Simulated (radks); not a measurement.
Spherical quantum dot in the effective-mass picture: electrons in a parabolic well V = omega^2 r^2 / 2 with omega = 0.169, all in effective atomic units (hartree* = m*/eps^2 hartree, bohr* = eps/m* bohr), one dielectric constant everywhere. Method: non-relativistic Kohn-Sham, exchange-only LDA, spin-polarised, spherical densities; computed with a radial shooting solver with Libxc functionals. Levels are named by radial order and angular momentum (1s, 1p, 1d, 2s, ...), and open shells are averaged over m. Results are scaled to m* = 0.079 and eps = 7.7, for which hartree* = 36.26 meV and bohr* = 5.158 nm. Each electron was tried in the lowest free levels, single moves between levels near the top were tried too, and the lowest total energy was kept; such a search can miss a lower state. At N = 1 the Hartree and exchange-correlation terms need not cancel, so that row can carry a self-interaction error.

| N | open shells | 2S | E (meV) | mu = E(N) - E(N-1) (meV) | addition energy mu(N+1) - mu(N) (meV) | e(HOMO) (meV) | rms radius (nm) |
|---|---|---|---|---|---|---|---|
| 1 | 1s(up 1, down 0) | 1 | 10.0418 | 10.042 | 10.76 | 14.183 | 15.72 |
| 2 | none | 0 | 30.8463 | 20.804 | 10.68 | 24.039 | 17.96 |
| 3 | 1p(up 1, down 0) | 1 | 62.3271 | 31.481 | 6.096 | 34.523 | 20.56 |
| 4 | 1p(up 2, down 0) | 2 | 99.9038 | 37.577 | 6.014 | 40.611 | 22.28 |
| 5 | 1p(up 3, down 0) | 3 | 143.494 | 43.591 | 7.936 | 46.538 | 23.64 |
| 6 | 1p(up 3, down 1) | 2 | 195.021 | 51.527 | 5.072 | 54.036 | 24.93 |
| 7 | 1p(up 3, down 2) | 1 | 251.620 | 56.599 | 5.120 | 59.165 | 26.04 |
| 8 | none | 0 | 313.338 | 61.719 | 7.938 | 64.260 | 27.03 |
| 9 | 1d(up 1, down 0) | 1 | 382.995 | 69.656 | 4.666 | 71.996 | 28.13 |
| 10 | 1d(up 2, down 0) | 2 | 457.317 | 74.322 | 4.611 | 76.638 | 29.11 |
| 11 | 1d(up 3, down 0) | 3 | 536.250 | 78.933 | 4.543 | 81.216 | 30.00 |
| 12 | 1d(up 4, down 0) | 4 | 619.725 | 83.476 | 4.470 | 85.723 | 30.82 |
| 13 | 1d(up 5, down 0) | 5 | 707.671 | 87.946 | 5.797 | 90.157 | 31.58 |
| 14 | 1d(up 5, down 0) 2s(up 1, down 0) | 6 | 801.415 | 93.743 | 4.561 | 95.854 | 32.33 |
| 15 | 1d(up 5, down 2) | 3 | 899.719 | 98.304 | 3.870 | 100.13 | 33.04 |
| 16 | 1d(up 5, down 3) | 2 | 1001.89 | 102.17 | 4.063 | 104.21 | 33.70 |
| 17 | 1d(up 5, down 4) | 1 | 1108.13 | 106.24 | 4.022 | 108.25 | 34.34 |
| 18 | none | 0 | 1218.39 | 110.26 | 4.581 | 112.26 | 34.94 |
| 19 | 2s(up 1, down 0) | 1 | 1333.23 | 114.84 | 4.821 | 116.80 | 35.54 |
| 20 | none | 0 | 1452.89 | 119.66 | 4.702 | 121.54 | 36.13 |
| 21 | 1f(up 1, down 0) | 1 | 1577.25 | 124.36 | 3.721 | 126.23 | 36.72 |
| 22 | 1f(up 2, down 0) | 2 | 1705.33 | 128.08 | 3.689 | 129.93 | 37.28 |
| 23 | 1f(up 3, down 0) | 3 | 1837.10 | 131.77 | 3.657 | 133.61 | 37.83 |
| 24 | 1f(up 4, down 0) | 4 | 1972.53 | 135.43 | 3.623 | 137.25 | 38.35 |
| 25 | 1f(up 5, down 0) | 5 | 2111.59 | 139.05 | 3.590 | 140.85 | 38.86 |
| 26 | 1f(up 6, down 0) | 6 | 2254.23 | 142.64 | 3.558 | 144.43 | 39.35 |
| 27 | 1f(up 7, down 0) | 7 | 2400.43 | 146.20 | 4.751 | 147.97 | 39.83 |
| 28 | 1f(up 7, down 1) | 6 | 2551.38 | 150.95 | - | 152.66 | 40.30 |

All shells are closed at N = 2, 8, 18, 20 (there: 1s2 1p6 1d10 2s2); the second difference of the energy has clear peaks (12 % above both neighbours; the first and last values, which can be the largest, are not judged, and half-filled shells can peak too) at N = 5, 8, 13.
